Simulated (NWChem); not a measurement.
Molecule: GeH₃O₃F; SMILES [OH][Ge]([OH])([OH])[F]

```xyz
8

O     -0.9111     1.1211    -1.0167
Ge     0.0076    -0.0112    -0.0065
O     -1.1514    -0.9455     0.9486
O      1.0519    -1.1442    -0.8693
F      1.0603     0.9615     0.9698
H     -0.3701     1.9008    -1.2238
H     -1.9626    -0.4246     1.0704
H      0.6321    -2.0205    -0.8681
```
Atoms are numbered in this order, from 1.

Computed with NWChem. Pople sets run with spherical d functions. Coordinates come from a B3LYP/6-31G* (spherical d) optimisation.

Q: What does the run give for B3LYP/6-31G*? Quantities: highest occupied level (eV); orbital gap (eV); dipole (D).

A: 
```yaml
highest occupied level (eV): -8.87
orbital gap (eV): 8.01
dipole (D): 1.73
```
